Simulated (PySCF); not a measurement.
The same groups moved round the core (styrene silyl+vinyl). Isolated molecules, 0 K electronic values unless said otherwise. One relaxed conformer stands for each flexible species; it need not be the lowest. Strings in code marks are SMILES.

Quantity: electronic energy of isomers of C10H12Si relative to `C=C/C=C/c1ccc([SiH3])cc1` (C–C–C–C torsion 180°, C–C–C–C torsion -2°), in eV.

Case: `C=C/C([SiH3])=C/c1ccccc1` (C–C–C–Si torsion -10°, C–C–C–C torsion -148°). Geometry of `c1ccccc1/C=C(/C=C)[SiH3]` (neutral, multiplicity 1, Å):

```xyz
23

C     -4.0687     0.5400     0.2929
C     -2.9620    -0.1871     0.5222
C     -1.5918     0.1117     0.0861
Si    -1.3013     1.5214    -1.1480
C     -0.6020    -0.7087     0.5353
C      0.8479    -0.6070     0.3412
C      1.6141    -1.7872     0.2535
C      2.9927    -1.7364     0.0565
C      3.6438    -0.5015    -0.0343
C      2.9048     0.6786     0.0854
C      1.5239     0.6271     0.2763
H     -5.0368     0.2253     0.6897
H     -4.0553     1.4666    -0.2866
H     -3.0645    -1.0993     1.1255
H     -1.1014     2.8337    -0.4625
H     -2.4954     1.6470    -2.0305
H     -0.1120     1.2355    -1.9931
H     -0.9134    -1.5847     1.1220
H      1.1097    -2.7543     0.3264
H      3.5648    -2.6639    -0.0229
H      4.7253    -0.4600    -0.1827
H      3.4087     1.6471     0.0430
H      0.9689     1.5560     0.4192
```

Problem. What electronic energy of isomers of C10H12Si relative to `C=C/C=C/c1ccc([SiH3])cc1` (C–C–C–C torsion 180°, C–C–C–C torsion -2°) does PBE-D3(BJ)/def2-TZVP // B3LYP-D3(BJ)/def2-SVP (PySCF) give?

Solution. 0.135 eV.
